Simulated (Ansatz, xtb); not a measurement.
Relative energy of two isomers of C4H6O2Si

We compare X, `OC1=CC=C[Si@@H]1O`, a singlet, with Y, `OC1=C[Si@@H](O)C=C1`, a singlet. Both are isolated molecules in the gas phase, relaxed with PBE-D3(BJ)/def2-SVP; the shapes shown needn't be the lowest conformers.

X (Å):

```json
{"atom": "C", "x (Å)": "-1.4659", "y (Å)": "-0.6331", "z (Å)": "2.0510"}
{"atom": "C", "x (Å)": "-0.9321", "y (Å)": "0.3973", "z (Å)": "1.3294"}
{"atom": "C", "x (Å)": "0.5337", "y (Å)": "0.5519", "z (Å)": "1.4527"}
{"atom": "C", "x (Å)": "1.2319", "y (Å)": "-0.3206", "z (Å)": "2.2386"}
{"atom": "O", "x (Å)": "-2.7615", "y (Å)": "-1.0086", "z (Å)": "2.1305"}
{"atom": "O", "x (Å)": "0.1546", "y (Å)": "-3.1289", "z (Å)": "2.7597"}
{"atom": "Si", "x (Å)": "-0.0257", "y (Å)": "-1.4735", "z (Å)": "3.0073"}
{"atom": "H", "x (Å)": "-3.3002", "y (Å)": "-0.4025", "z (Å)": "1.5802"}
{"atom": "H", "x (Å)": "-1.5219", "y (Å)": "1.0820", "z (Å)": "0.6942"}
{"atom": "H", "x (Å)": "1.0196", "y (Å)": "1.3795", "z (Å)": "0.9049"}
{"atom": "H", "x (Å)": "2.3191", "y (Å)": "-0.2445", "z (Å)": "2.3787"}
{"atom": "H", "x (Å)": "-0.2116", "y (Å)": "-1.3472", "z (Å)": "4.4884"}
{"atom": "H", "x (Å)": "0.3687", "y (Å)": "-3.3733", "z (Å)": "1.8422"}
```

Y (Å):

```yaml
atoms:
  - { symbol: C, position_ang: [-1.0245, 0.2993, 1.6040] }
  - { symbol: C, position_ang: [-0.0076, 0.4027, 2.5120] }
  - { symbol: C, position_ang: [-0.4096, -2.0276, 1.3415] }
  - { symbol: C, position_ang: [-1.2477, -1.0323, 0.9629] }
  - { symbol: O, position_ang: [-1.8834, 1.2619, 1.1879] }
  - { symbol: O, position_ang: [0.9285, -2.0208, 4.0805] }
  - { symbol: Si, position_ang: [0.8189, -1.2706, 2.5738] }
  - { symbol: H, position_ang: [-1.6578, 2.0911, 1.6521] }
  - { symbol: H, position_ang: [0.2408, 1.3442, 3.0235] }
  - { symbol: H, position_ang: [2.2329, -1.3052, 2.0750] }
  - { symbol: H, position_ang: [0.0915, -2.0231, 4.5776] }
  - { symbol: H, position_ang: [-0.4804, -3.0446, 0.9284] }
  - { symbol: H, position_ang: [-2.0652, -1.1204, 0.2265] }
```

Problem. Estimate which is lower in electronic energy at CCSD(T)/def2-SVP + ΔMP2/def2-TZVPP, and by roughly how much.

Solution. The CCSD(T)/def2-SVP + ΔMP2/def2-TZVPP calculation puts structure Y lower, by 33.9 kJ/mol.

Level by level:

| level | geometry | E(Y) − E(X) (kJ/mol) | departure from the last row (kJ/mol) | job, with rough time for the two |
| --- | --- | --- | --- | --- |
| GFN2-xTB | GFN2-xTB | −9.8 | +24.1 | optimisation, 0.18 s |
| HF/STO-3G | GFN2-xTB | −10.7 | +23.2 | single point, 0.46 s |
| r2SCAN-D4/def2-SVP | GFN2-xTB | −29.9 | +4.0 | single point, 3.7 s |
| PBE-D3(BJ)/def2-SVP | PBE-D3(BJ)/def2-SVP | −25.4 | +8.5 | optimisation, 25 s |
| HF/def2-SVP | PBE-D3(BJ)/def2-SVP | −35.4 | −1.6 | part of the CCSD(T) run |
| MP2/def2-SVP | PBE-D3(BJ)/def2-SVP | −33.1 | +0.7 | part of the CCSD(T) run |
| CCSD(T)/def2-SVP | PBE-D3(BJ)/def2-SVP | −31.5 | +2.4 | single point |
| CCSD(T)/def2-SVP + ΔMP2/def2-TZVPP | PBE-D3(BJ)/def2-SVP | −33.9 |  | single point, 48 s |

As drawn, both hold the same kinds of bond in the same numbers.

The levels shown agree on the order. The largest departure from CCSD(T)/def2-SVP + ΔMP2/def2-TZVPP is that of GFN2-xTB, 24.1 kJ/mol. The last row adds to CCSD(T) the change of the MP2 difference between the two basis sets, here −2.4 kJ/mol.

With thermal terms from frequencies at re-optimised GFN2-xTB minima (ideal gas, soft modes damped towards free rotors, one conformer each, 298.15 K, 1 atm): the zero-point term adds +0.6 kJ/mol; ΔH is −33.6 and ΔG −32.8 kJ/mol.

The correlated steps freeze 11 core orbitals. Programs: Ansatz 0.2.0, xtb 6.7.1; the last row on 2 threads of Intel(R) Xeon(R) 6975P-C (Granite Rapids) on a shared host.
